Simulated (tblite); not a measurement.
Q: Give a GFN2-xTB geometry of `[C@@H]1([SiH2]CC(=C1)C#C)F`.

A: 
```
atom  x, y, z in Å
C1     3.262   -0.583    0.422
C2     2.109   -0.315    0.217
C3     0.746   -0.052   -0.038
C4     0.234    1.179   -0.073
C5    -1.230    1.326   -0.340
F6    -1.443    2.221   -1.390
Si7   -1.839   -0.456   -0.762
C8    -0.165   -1.231   -0.275
H9     4.274   -0.795    0.604
H10    0.831    2.068    0.068
H11   -1.732    1.788    0.520
H12   -2.943   -0.869    0.105
H13   -2.150   -0.560   -2.184
H14    0.268   -1.879   -1.038
H15   -0.227   -1.832    0.635
```

Orientation and origin are arbitrary. Atoms count from 1 in this order. The 5 C–C bonds span 1.201 Å (C1≡C2, drawn triple) to 1.509 Å (C3–C8, drawn single), a spread of 0.308 Å. The C–Si distances run from 1.908 Å (Si7–C8, drawn single) to 1.930 Å (C5–Si7, drawn single), a spread of 0.022 Å. The 5-membered ring C3–C4–C5–Si7–C8 has internal angles of 92.4° to 119.0°; it is slightly puckered (a soft mode that the optimisation may not have finished), 0.05 Å rms from its mean plane, widest ring torsion 8°. Si7 (SiH2 silicon) has angles from 92.4° to 114.0°.

Bonds between heavy atoms (Å): C1≡C2 1.201, C2–C3 1.411, C3=C4 1.334, C4–C5 1.495, C5–F6 1.396, C5–Si7 1.930, Si7–C8 1.908, C3–C8 1.509.

The geometry is computed with GFN2-xTB (gas phase).

Point group: C1 (no symmetry element, even within 0.4 Å). Its GFN2-xTB frequencies are all real (lowest 48 cm⁻¹).
